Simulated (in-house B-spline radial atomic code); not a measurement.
A fraction x of an electron is moved 3s → 3d in the aluminium ion Al²⁺, starting from [Ne] 3s1 and keeping the highest spin. Level of theory: non-relativistic BP86, spin-polarised, spherical fractional occupations, point nucleus; calculated with an all-electron radial atomic-structure program (B-spline basis).

| x | E(x) - E(0) (eV) | 3s up level (eV) | 3d up level (eV) |
| --- | --- | --- | --- |
| 0 | 0.0000 | -24.561 | - |
| 0.125 | 1.8123 | -24.770 | -10.292 |
| 0.25 | 3.6198 | -24.968 | -10.525 |
| 0.375 | 5.4237 | -25.155 | -10.736 |
| 0.5 | ? | ? | ? |
| 0.625 | 9.0239 | -25.489 | -11.105 |
| 0.75 | ? | ? | ? |
| 0.875 | 12.6147 | -25.762 | -11.425 |
| 1 | 14.4044 | - | -11.569 |

(1) What belongs in the row x = 0.5?

(2) What belongs in the row x = 0.75?

(3) Check Janak's theorem between x = 0.125 and 0.25.

## Answers

(1) An energy change of 7.2249 eV; 3s up at -25.329 eV, 3d up at -10.928 eV.

(2) An energy change of 10.8207 eV; 3s up at -25.635 eV, 3d up at -11.271 eV.

(3) The slope of the energy is 14.46 eV; the orbital levels give 14.46 eV (ε of the receiving orbital less ε of the emptying one, averaged over the two points).
